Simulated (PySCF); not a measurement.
NMP (C5H9NO), SMILES CN1CCCC1=O. Geometry: B3LYP-D3(BJ)/def2-SVP. The values are those of a single conformer.

Method: PySCF with B3LYP-D3(BJ)/def2-SVP.

Harmonic wavenumbers (cm⁻¹): 154, 158, 166, 218, 311, 478, 558, 621, 667, 753, 862, 904, 936, 1002, 1038, 1078, 1127, 1140, 1183, 1215, 1235, 1290, 1312, 1325, 1343, 1421, 1440, 1446, 1468, 1472, 1492, 1522, 1833, 2974, 3001, 3048, 3051, 3064, 3065, 3118, 3128, 3147. Rotational constants (GHz): 3.754, 2.989, 1.753; symmetry number 1.

Task: Work out the zero-point energy and the ideal-gas rigid-rotor harmonic-oscillator thermochemistry at 298.15 K and 1 atm.

Result: ZPE = ½ Σ hcν = ½ × 60765 cm⁻¹ = 86.87 kcal/mol. H − E(el) = 91.78 kcal/mol. Entropy in cal/(mol K): translation 39.69, rotation 27.19, vibration 14.35, total 81.23. G − E(el) = 67.56 kcal/mol. Cp = 26.92 cal/(mol K).
